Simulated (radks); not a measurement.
The cobalt ion Co4+, [Ar] 3d5. Method: non-relativistic Kohn-Sham, exchange-only LDA, spin-polarised, spherical densities, point nucleus; computed with a radial shooting solver on a logarithmic mesh with Libxc functionals. Every spin shell is full or empty, so the densities are truly spherical. Functionals are evaluated on that one density, not self-consistently. Rank these orbital-free kinetic functionals by their error against the exact value of the orbitals, and give that value: Thomas-Fermi, von Weizsacker, TF + vW, TF + vW/9, TF + vW/5, LC94, APBEK, revAPBEK, Perdew 92, Thakkar, Pearson, LKT, PG1, DePristo-Kress, Ernzerhof.

Answer. Exact: 1373.94 hartree. From best to worst, with 100 (|E| - |E exact|)/|E exact| (equal figures are ties): LC94 -0.01, APBEK +0.08, DePristo-Kress -0.09, Ernzerhof -0.32, revAPBEK +0.35, Thakkar -0.41, Perdew 92 -0.75, TF + vW/9 -0.76, Pearson -1.30, TF + vW/5 +3.82, Thomas-Fermi -6.49, PG1 +19.75, LKT +24.79, TF + vW +45.07, von Weizsacker -48.45.
